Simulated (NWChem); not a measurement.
System: CH6O2Si2; SMILES O=C[Si@@H](O)[SiH3]

Input file for NWChem:

```
start job
memory heap 200 mb stack 900 mb global 1100 mb
geometry units angstroms noautosym nocenter noautoz
  O      1.389930     1.995427    -0.030055
  C      0.235161     1.717015    -0.298296
  Si    -0.572682     0.105505     0.383859
  O     -2.082061     0.056243    -0.341088
  Si     0.813955    -1.731258    -0.120177
  H     -0.368618     2.398944    -0.946739
  H     -0.675437     0.262443     1.866483
  H     -2.661423    -0.688822    -0.129933
  H      1.143841    -1.765683    -1.571188
  H      2.075727    -1.654153     0.663553
  H      0.119911    -3.005922     0.225658
end
basis spherical
  O library def2-svp
  C library def2-svp
  Si library def2-svp
  H library def2-svp
end
dft
  xc xcamb88 1.00 lyp 0.81 vwn_5 0.19 hfexch 1.00
  cam 0.33 cam_alpha 0.19 cam_beta 0.46
  iterations 150
end
property
  efieldgrad
end
task dft property
```

Excerpt of the output:

```
             Northwest Computational Chemistry Package (NWChem) 7.3.0
             --------------------------------------------------------

                             Geometry "geometry" -> ""
                             -------------------------

 Output coordinates in angstroms (scale by  1.889725989 to convert to a.u.)

  No.       Tag          Charge          X              Y              Z
 ---- ---------------- ---------- -------------- -------------- --------------
    1 O                    8.0000     1.38993000     1.99542700    -0.03005500
    2 C                    6.0000     0.23516100     1.71701500    -0.29829600
    3 Si                  14.0000    -0.57268200     0.10550500     0.38385900
    4 O                    8.0000    -2.08206100     0.05624300    -0.34108800
    5 Si                  14.0000     0.81395500    -1.73125800    -0.12017700
    6 H                    1.0000    -0.36861800     2.39894400    -0.94673900
    7 H                    1.0000    -0.67543700     0.26244300     1.86648300
    8 H                    1.0000    -2.66142300    -0.68882200    -0.12993300
    9 H                    1.0000     1.14384100    -1.76568300    -1.57118800
   10 H                    1.0000     2.07572700    -1.65415300     0.66355300
   11 H                    1.0000     0.11991100    -3.00592200     0.22565800

 Effective nuclear repulsion energy (a.u.)     274.0492080931

                              NWChem Property Module
                              ----------------------

  itol2e modified to match energy
  convergence criterion.

                                 NWChem DFT Module
                                 -----------------

 Summary of "ao basis" -> "ao basis" (spherical)
 ------------------------------------------------------------------------------
       Tag                 Description            Shells   Functions and Types
 ---------------- ------------------------------  ------  ---------------------
 O                          def2-svp                 6       14   3s2p1d
 C                          def2-svp                 6       14   3s2p1d
 Si                         def2-svp                 8       18   4s3p1d
 H                          def2-svp                 3        5   2s1p

  itol2e modified to match energy
  convergence criterion.

[...]

          -----------------------
          Electric field gradient
          -----------------------

 1 a.u. = 0.324123 10**(16) esu/cm**3  ( or statvolts/cm**2 ) = 0.97174 10**(22) v/m**2

 ------------------------------------------------------------
   Atom      X         Y         Z
 ------------------------------------------------------------
    1 O    2.62659   3.77081  -0.05680
 ------------------------------------------------------------

 Electric field gradient in molecular frame (a.u.)
         XX             YY             ZZ             XY             XZ             YZ
 ------------------------------------------------------------------------------------------
       -0.528901       1.066694      -0.537793       0.018972       0.430473      -1.649839

 Principal components (a.u.) and orientation
 of principal axis w.r.t. absolute frame                      Asymmetry parameter eta
 --------------------------------------------------------------------------------------
        2.116278      -1.692219      -0.424059                       0.599241

       -0.081143      -0.309616       0.947393
        0.840529       0.489583       0.231990
       -0.535655       0.815136       0.220515

 ------------------------------------------------------------
   Atom      X         Y         Z
 ------------------------------------------------------------
    2 C    0.44439   3.24469  -0.56370
 ------------------------------------------------------------

 Electric field gradient in molecular frame (a.u.)
         XX             YY             ZZ             XY             XZ             YZ
 ------------------------------------------------------------------------------------------
        0.153196       0.113834      -0.267030       0.157032       0.168454      -0.353509

 Principal components (a.u.) and orientation
 of principal axis w.r.t. absolute frame                      Asymmetry parameter eta
 --------------------------------------------------------------------------------------
       -0.550448       0.343236       0.207213                       0.247113

       -0.305757       0.351592       0.884814
        0.502610       0.848886      -0.163633
        0.808638      -0.394684       0.436266

 ------------------------------------------------------------
   Atom      X         Y         Z
 ------------------------------------------------------------
    3 Si  -1.08221   0.19938   0.72539
 ------------------------------------------------------------

 Electric field gradient in molecular frame (a.u.)
         XX             YY             ZZ             XY             XZ             YZ
 ------------------------------------------------------------------------------------------
       -0.284498       0.173429       0.111068      -0.107862      -0.221532       0.003767

 Principal components (a.u.) and orientation
 of principal axis w.r.t. absolute frame                      Asymmetry parameter eta
 --------------------------------------------------------------------------------------
       -0.400168       0.248047       0.152120                       0.239718

        0.905026      -0.405151       0.129536
        0.167618       0.619593       0.766817
        0.390936       0.672277      -0.628659

 ------------------------------------------------------------
   Atom      X         Y         Z
 ------------------------------------------------------------
    4 O   -3.93452   0.10628  -0.64456
 ------------------------------------------------------------

[...]
```

Level: CAM-B3LYP/def2-SVP. The geometry was optimised at B3LYP/6-31G* (spherical d). NWChem prints the field gradient with the sign opposite to the second derivative of the potential.
